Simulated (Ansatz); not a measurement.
C$_{4}$H$_{12}$GeS$_{4}$, SMILES `C[S][Ge]([S]C)([S]C)[S]C`, one more setting.

```yaml
crystal:
  periodic: [false, false, false]
  atoms:
    - {symbol: C, position_ang: [2.515949, -0.238495, -1.704299]}
    - {symbol: S, position_ang: [1.517242, 1.156177, -1.111709]}
    - {symbol: Ge, position_ang: [-0.005941, 0.000483, 0.002175]}
    - {symbol: S, position_ang: [-1.073892, -1.443230, -1.290739]}
    - {symbol: C, position_ang: [-1.730964, -0.264708, -2.504425]}
    - {symbol: S, position_ang: [-1.356889, 1.547742, 0.825236]}
    - {symbol: C, position_ang: [-2.514515, 0.446932, 1.686522]}
    - {symbol: S, position_ang: [0.889696, -1.258701, 1.586087]}
    - {symbol: C, position_ang: [1.705872, 0.058290, 2.531114]}
    - {symbol: H, position_ang: [3.330316, 0.190913, -2.287494]}
    - {symbol: H, position_ang: [2.927436, -0.804206, -0.868919]}
    - {symbol: H, position_ang: [1.924403, -0.898009, -2.338588]}
    - {symbol: H, position_ang: [-2.298418, -0.850408, -3.227372]}
    - {symbol: H, position_ang: [-2.390826, 0.458329, -2.025875]}
    - {symbol: H, position_ang: [-0.922798, 0.257635, -3.015534]}
    - {symbol: H, position_ang: [-3.259982, 1.088944, 2.155350]}
    - {symbol: H, position_ang: [-2.001605, -0.132768, 2.453388]}
    - {symbol: H, position_ang: [-3.005766, -0.226105, 0.984456]}
    - {symbol: H, position_ang: [0.976842, 0.775425, 2.907212]}
    - {symbol: H, position_ang: [2.446162, 0.573449, 1.919738]}
    - {symbol: H, position_ang: [2.203277, -0.427089, 3.370577]}
basis:
  gaussian: {orbitals: STO-3G}
hamiltonian: {xc: {name: revPBE0}}
accuracy: high
scf: {lower_state_search: off}
```

```sh
$ ansatz run in.yaml --threads 4 --pin off --events-out ev --progress --plain --max-ram 46080MiB --backend cpu
```

Output, abridged:

```
Functional definition: revPBE0
1863 factors; integrals over basis functions are off by at most 2.7e-8 eV
mean field evaluation 1: about -103014.8342 eV, gradient 2.1e1 eV
mean field evaluation 2: about -103015.0052 eV, gradient 2.1e1 eV
mean field evaluation 4: about -103016.7012 eV, gradient 2.1e-1 eV
mean field evaluation 8: about -103016.6621 eV, gradient 2.5e-3 eV
mean field evaluation 16: about -103016.6621 eV, gradient 3.0e-7 eV
mean field -103016.66210123 eV, -3785.7925050188 hartree, gradient 3.9e-8 eV, S^2 0.000000; 0 other end points of the search recorded, 0 dependent functions left out
reference -103016.66210478 eV, -3785.7925051490 hartree; 66, 66 occupied and 20, 20 virtual orbitals, 1863 factors
Total energy: -103016.66210478 eV, -3785.7925051490 hartree
Checks for a lower state left out: stability, starts, cluster_reference, orbital_swaps, neighbouring_geometries, increment
```

It took 2.6 s on 4 threads of an AMD EPYC 7R13 on a shared host, with 1.4 GiB of host memory at the peak.
